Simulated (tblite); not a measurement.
Input of a run (GFN2-xTB geometry optimisation, gas phase (tblite 0.8.0)), started from a force field or distance geometry:
```
{"job": {"kind": "relax", "xc": "GFN2-xTB", "basis": "xTB"}, "charge": 1, "multiplicity": 1}
C     -1.674900     1.828500     0.063000
N     -1.585000     0.377100    -0.118100
C     -2.125700    -0.290100     1.082500
C     -2.278500    -0.047100    -1.294700
C     -0.200000     0.093600    -0.081600
C      0.461300    -0.621100    -1.034100
C      1.794800    -0.739100    -0.779900
S      3.179400    -1.616600    -1.737200
C      4.492700    -1.148300    -0.512300
C      3.791400    -0.423400     0.435900
C      2.470600    -0.318400     0.150100
S      1.125800     0.566200     1.141900
H     -0.879200     2.270400    -0.549700
H     -2.646100     2.214300    -0.309800
H     -1.564400     2.087200     1.130100
H     -3.016800     0.291900     1.422500
H     -2.350200    -1.337100     0.839300
H     -1.315700    -0.205700     1.838900
H     -1.718600     0.043100    -2.214400
H     -2.532300    -1.137200    -1.152200
H     -3.246800     0.525400    -1.398800
H     -0.025300    -1.050700    -1.905400
H      5.533700    -1.341100    -0.478300
H      4.298000    -0.001900     1.303300
```

Output (eV, eV/Å):
```
step      E/eV     max force
  0    -932.68589   10.604
  1    -934.10991    5.296
  2    -934.61126    2.214
  3    -934.92839    1.251
  4    -935.08632    1.166
  5    -935.23632    0.624
  6    -935.26989    0.512
  7    -935.31401    0.594
  8    -935.34631    0.530
  9    -935.37071    0.316
 10    -935.38519    0.314
 11    -935.39874    0.371
 12    -935.41065    0.344
 13    -935.42116    0.243
 14    -935.43055    0.234
 15    -935.44071    0.287
 16    -935.45308    0.381
 17    -935.46633    0.348
 18    -935.47785    0.352
 19    -935.48812    0.295
 20    -935.49873    0.277
 21    -935.50910    0.255
 22    -935.51793    0.189
 23    -935.52445    0.186
 24    -935.52918    0.168
 25    -935.53319    0.149
 26    -935.53661    0.146
 27    -935.53933    0.144
 28    -935.54187    0.114
 29    -935.54469    0.136
 30    -935.54772    0.153
 31    -935.55046    0.128
 32    -935.55251    0.090
 33    -935.55399    0.099
 34    -935.55522    0.103
 35    -935.55636    0.086
 36    -935.55725    0.050
 37    -935.55758    0.040
 38    -935.55790    0.048
 39    -935.55824    0.069
 40    -935.55865    0.067
 41    -935.55904    0.047
 42    -935.55940    0.050
 43    -935.55976    0.051
 44    -935.56021    0.078
 45    -935.56073    0.077
 46    -935.56122    0.046
 47    -935.56160    0.048
 48    -935.56194    0.048
 49    -935.56236    0.058
 50    -935.56290    0.070
 51    -935.56354    0.064
 52    -935.56419    0.050
 53    -935.56481    0.070
 54    -935.56537    0.068
 55    -935.56580    0.045
 56    -935.56606    0.028
 57    -935.56624    0.028
 58    -935.56639    0.025
 59    -935.56655    0.024
 60    -935.56667    0.025
 61    -935.56678    0.022
 62    -935.56688    0.023
 63    -935.56698    0.029
 64    -935.56707    0.019
 65    -935.56713    0.020
 66    -935.56717    0.018
 67    -935.56722    0.017
 68    -935.56729    0.018
 69    -935.56737    0.020
 70    -935.56745    0.018
 71    -935.56753    0.019
 72    -935.56760    0.017
 73    -935.56767    0.018
 74    -935.56771    0.015
 75    -935.56774    0.012
 76    -935.56777    0.013
 77    -935.56779    0.010
```

Question: Summarise the run.

Answer: The energy falls by 2.882 eV over 77 L-BFGS steps, the largest force on an atom goes from 10.60 to 0.010 eV/Å, and the atoms move by 0.279 Å rms after alignment. The bond that changes most is C7–S8 (ring-fusion aromatic carbon to thiophene-type sulfur), which shortens by 0.173 Å. Bonds longer at the end by more than 0.005 Å: 8 of 25; shorter: 15. Among the angles that change most is C7–C11–C10, from 132.2° to 113.8°. Among the dihedrals that turn most is C5–N2–C3–H16, from 150° to -179°. The energy never rose by more than 1e-5 eV on the way. The first step brought 49 % of the lowering.

Question: What are the final bond lengths?

Answer: C1–N2 1.479 Å, N2–C3 1.479 Å, N2–C4 1.476 Å, N2–C5 1.461 Å, C5–C6 1.363 Å, C6–C7 1.409 Å, C7–S8 1.725 Å, S8–C9 1.723 Å, C9–C10 1.361 Å, C10–C11 1.406 Å, C11–S12 1.723 Å, C5–S12 1.758 Å, C7–C11 1.393 Å, C1–H13 1.089 Å, C1–H14 1.088 Å, C1–H15 1.089 Å, C3–H16 1.089 Å, C3–H17 1.089 Å, C3–H18 1.088 Å, C4–H19 1.088 Å, C4–H20 1.088 Å, C4–H21 1.088 Å, C6–H22 1.073 Å, C9–H23 1.072 Å, C10–H24 1.073 Å. Numbering counts from 1 in the input's order; the species is `C[N+](C)(C)C1=CC2=C(C=CS2)S1`.

The run took 1.0 s on one thread, Arm Neoverse V1 (aarch64), no GPU, on a shared host.

Its GFN2-xTB frequencies are all real (lowest 29 cm⁻¹).

All values are computed, not measured.
